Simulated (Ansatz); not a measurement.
One change: `N[Si](O)(F)CF` becomes `CO[Si](N)(O)F`.

Ansatz, PBE0-D4/def2-TZVP geometries, multiplicity 1. Each molecule was computed in one conformer, which needn't be the lowest.

```
                                                                                  property  `N[Si](O)(F)CF`
                                                       LUMO energy (B3LYP/def2-TZVPP) / eV             0.38
ideal-gas entropy at 298 K and 1 bar (rigid rotor, harmonic PBE0-D4/def2-TZVP) / J/(mol·K)              370
                                                         HOMO energy (PBE/def2-TZVPP) / eV            -6.48
                                                     HOMO energy (ωB97M-V/def2-TZVPP) / eV           -10.39
                                            zero-point energy (PBE0-D4/def2-TZVP) / kJ/mol            194.5
                                                     LUMO energy (ωB97M-V/def2-TZVPP) / eV             2.17
```

Q: What does the change do to each property? (Estimate.)

A: The calculation gave: 
```json
{"property": "LUMO energy (B3LYP/def2-TZVPP) / eV", "`CO[Si](N)(O)F`": "0.33", "shift": "-0.05"}
{"property": "ideal-gas entropy at 298 K and 1 bar (rigid rotor, harmonic PBE0-D4/def2-TZVP) / J/(mol·K)", "`CO[Si](N)(O)F`": "378", "shift": "8"}
{"property": "HOMO energy (PBE/def2-TZVPP) / eV", "`CO[Si](N)(O)F`": "-6.43", "shift": "0.05"}
{"property": "HOMO energy (ωB97M-V/def2-TZVPP) / eV", "`CO[Si](N)(O)F`": "-10.40", "shift": "-0.01"}
{"property": "zero-point energy (PBE0-D4/def2-TZVP) / kJ/mol", "`CO[Si](N)(O)F`": "228.8", "shift": "34.3"}
{"property": "LUMO energy (ωB97M-V/def2-TZVPP) / eV", "`CO[Si](N)(O)F`": "2.15", "shift": "-0.02"}
```

The zero-point energy changes by 34.3 kJ/mol with +3 modes.

Positive LUMOs are unbound, so they and the gaps depend on the basis.

B3LYP here is the variant with VWN-RPA as its local correlation; programs differ in this.
